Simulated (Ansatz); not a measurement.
Calculated with Ansatz (gas phase, PBE0-D4/def2-TZVP geometries, no zero-point term in ΔE). CBS: MP2 limit from def2 TZ/QZ plus the TZ coupled-cluster correction, frozen cores. This one scheme is used for every species. DFT in def2-TZVPP. B3LYP here is the variant with VWN-RPA as its local correlation; programs differ in this. HSE06 is defined as in plane-wave codes. For As outer-core shells are correlated without core-valence functions, which leaves a few kJ/mol of doubt a bond. Scalar relativity is left out up to krypton. Each species was taken in one conformer, which may not be the lowest.

`BC[SiH3]` + `[SiH3][AsH2]` → `[SiH3]CB[AsH2]` + SiH₄  (redistribution)

**Question.** Is it downhill or uphill in electronic energy at CCSD(T)/CBS, and by how much? (An estimate is asked.)

**Answer.** The calculation gave: Nearly level: ΔE = +1.7 kJ/mol.

**Question.** What do these levels give: r2SCAN-D4, PBE0-D4, B3LYP-D4, r2SCANh-D4, CAM-B3LYP-D4, ωB97M-V, BLYP, r2SCAN0, HSE06, RPA@PBE/def2-TZVPP, HF/def2-SVP, MP2/CBS(def2)? (An estimate is asked.)

**Answer.** Computed: r2SCAN-D4 3.7, PBE0-D4 4.7, B3LYP-D4 3.9, r2SCANh-D4 4.2, CAM-B3LYP-D4 3.1, ωB97M-V 5.3, BLYP 8.6, r2SCAN0 6.1, HSE06 7.5, RPA@PBE/def2-TZVPP -1.9, HF/def2-SVP 6.4, MP2/CBS(def2) 0.9 kJ/mol.

Largest T1 diagnostic among the species: 0.013.

At CCSD(T), def2-SVP lies −6.3 kJ/mol from the extrapolated value and def2-TZVPP −2.5 kJ/mol. The D4 term adds −4.6 kJ/mol with B3LYP and −2.7 kJ/mol with PBE0; it sums over pairs of atoms, weighted by their polarisabilities, and B3LYP, whose exchange is more repulsive, gets the larger term.
